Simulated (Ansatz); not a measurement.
Reaction (redistribution): `[NH2][Ga]([SH])[SH]` + `O[SiH2][SiH2][SiH2]F` → `[NH2][Ga]([SH])[SiH2]F` + `O[SiH2][SiH2]S`

Program: Ansatz. Geometries: PBE0-D4/def2-TZVP. ΔE: electronic, gas phase. CCSD(T)/CBS is the MP2 limit (def2-TZVPP, def2-QZVPP) plus CCSD(T) − MP2 in def2-TZVPP, frozen cores. Functionals use def2-TZVPP. B3LYP here is the variant with VWN-RPA as its local correlation; programs differ in this. For Ga outer-core shells are correlated without core-valence functions, which leaves a few kJ/mol of doubt a bond. Scalar relativity is left out up to krypton. One conformer a species, not always the lowest.

| level | ΔE (kcal/mol) | difference from CCSD(T)/CBS |
| --- | --- | --- |
| PBE-D4 | 3.2 | -1.3 |
| PBE0-D4 | 4.3 | -0.2 |
| ωB97X-V | 4.7 | 0.2 |
| ωB97M-V | 3.6 | -0.9 |
| B2PLYP | 4.4 | -0.1 |
| PBE | 3.2 | -1.3 |
| r2SCAN | 4.2 | -0.3 |
| B3LYP | 3.8 | -0.7 |
| HF/def2-TZVPP | 6.7 | 2.2 |
| MP2/def2-TZVPP | 5.1 | 0.6 |
| SCS-MP2/def2-TZVPP | 5.0 | 0.5 |
| CCSD/def2-TZVPP | 5.5 | 1.0 |
| HF/def2-QZVPP | 6.6 | 2.1 |
| MP2/def2-QZVPP | 4.5 | 0.0 |
| MP2/CBS(def2) | 4.2 | -0.3 |
| CCSD/CBS(def2) | 4.7 | 0.2 |
| CCSD(T)/CBS | 4.5 | 0 |

Largest T1 diagnostic among the species: 0.013.

In def2-TZVPP, CCSD(T) changes the Hartree–Fock value by −1.4 kcal/mol (the triples alone add −0.2 kcal/mol) and MP2 by −1.7 kcal/mol. From PBE to PBE0 (25 % exact exchange), in def2-TZVPP and without D4, ΔE moves by +1.1 kcal/mol.
